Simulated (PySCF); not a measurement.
Some computed properties have been withheld. Give your best values.

Compound: C2H4OSSi.
SMILES: `[SiH3]OC=C=S`

Conformer (atom-mapped SMILES and torsion angles): `[SiH3:1][O:2][CH:3]=[C:4]=[S:5]`: Si1–O2–C3–C4 0°.

```json
{"property": "point group of the GFN2-xTB geometry", "level": "GFN2-xTB", "value": "Cs"}
{"property": "rotational constants A, B, C of the GFN2-xTB geometry", "level": "GFN2-xTB", "value": "?"}
{"property": "dipole moment", "level": "PBE0/def2-SVPD", "value": "0.72 D"}
{"property": "HOMO energy", "level": "PBE0/def2-SVPD", "value": "-6.16 eV"}
{"property": "LUMO energy", "level": "PBE0/def2-SVPD", "value": "-2.77 eV"}
{"property": "lowest singlet excitation", "level": "TDDFT PBE0/def2-SVPD", "value": "?"}
{"property": "strongest line among the 6 lowest singlet transitions", "level": "TDDFT PBE0/def2-SVPD", "value": "S4 at 5.57 eV (223 nm, f = 0.036)"}
{"property": "lowest triplet excitation (Tamm–Dancoff)", "level": "TDA PBE0/def2-SVPD", "value": "1.19 eV"}
{"property": "static isotropic polarisability", "level": "PBE0/def2-SVPD", "value": "75.9 au"}
{"property": "electronic spatial extent ⟨r²⟩ about the centre of nuclear charge", "level": "PBE0/def2-SVPD", "value": "?"}
{"property": "13C chemical shifts (computed TMS as zero) by class", "level": "GIAO PBE0/pcSseg-1", "value": "?"}
{"property": "1H chemical shifts (computed TMS as zero) by class", "level": "GIAO PBE0/pcSseg-1", "value": "9.16 (1 H), 4.92 (3 H) ppm"}
{"property": "isotropic shieldings of nuclei other than C and H, by class", "level": "GIAO PBE0/pcSseg-1", "value": "345 (1 O), 379 (1 Si), -424 (1 S) ppm"}
```

Electronic properties: PySCF, gas phase, density fitting. NMR classes are plain means over equivalent atoms (diastereotopic ones count apart unless rotation or inversion swaps them), as if these changed places fast; in this geometry the members of some classes differ.

**Question.** What is the lowest singlet excitation?

**Answer.** 1.63 eV (762 nm, f = 0.000).

**Question.** What are the 13C chemical shifts (computed TMS as zero) by class?

**Answer.** 366.7 (1 C), 129.4 (1 C) ppm.

**Question.** What are the rotational constants A, B, C of the GFN2-xTB geometry?

**Answer.** 8.297, 1.466, 1.263 GHz.

**Question.** The electronic spatial extent ⟨r²⟩ about the centre of nuclear charge?

**Answer.** 869 bohr².

With B = h/(8π²I), that is 505.379 GHz u Å² over I, the principal moments of inertia are 60.9, 344.8 and 400.0 u Å² (most abundant isotopes). The dipole equals about 2.4 × 10⁻³⁰ C·m (1 D = 3.33564 × 10⁻³⁰ C·m). The principal polarisabilities are 56.0, 63.7 and 108.0 au; their mean is the isotropic value. The polarisability is 11.25 Å³ as a volume (1 au = 0.148185 Å³), or 1.41 au for each of the 54 electrons.

For the TDDFT job (PBE0/def2-SVPD), on one thread of an AMD EPYC 9R14, shared host with 96 logical CPUs at a one-minute load of 18, this took 10 s (with the writing of density and orbital grids) and 0.67 GiB of memory at its peak.

One conformer stands for the species.
